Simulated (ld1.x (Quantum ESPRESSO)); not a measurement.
# Building the TM potential for Be (PBEsol, scalar-relativistic).

* Element: beryllium
* Generator: ld1.x (Quantum ESPRESSO) 7.5
* Type: norm-conserving Troullier–Martins (Kleinman–Bylander form)
* Functional: PBEsol
* Relativity: scalar-relativistic
* Frozen core: none
* Valence charge: 4
* Reference configuration: 1s2 2s2 2p0
* Partial waves: 2p (bound, empty): rc 3.45 bohr; 3d channel at 0.4 Ry: rc 2.75 bohr; 1s (bound): rc 0.35 bohr
* Local potential: the s channel
* Core correction: none

Occupied shells without a wave of their own: 2s. They enter only through the test configuration that unscreens the potential.

All-electron outer shells of the reference configuration (PBEsol, scalar-relativistic, ld1.x):

| shell | level (eV) | outermost node (bohr) | outermost maximum (bohr) |
| --- | --- | --- | --- |
| 1s | -105.45 | – | 0.27 |
| 2s | -5.54 | 0.60 | 2.04 |
| 2p | -1.97 | – | 2.31 |

Problem. Does the generator finish with these settings?

Solution. Yes, a potential is produced and its reference levels are reproduced.

Problem. What does a ghost test show?

Solution. No extra level below or beside the all-electron valence levels (p, d, s, f tested).

Its largest configuration-test error is +22 meV (1s1 2s2 2p0). 3 of 7 tests not solved or not reliable. Not counted: 1s2 2s0 2p2 (solver errors, printed error -14.1 eV); 1s2 2s1 2p1 (solver errors, printed error -3.4 eV); 1s2 2s0 2p1 (solver errors, printed error -4.0 eV).
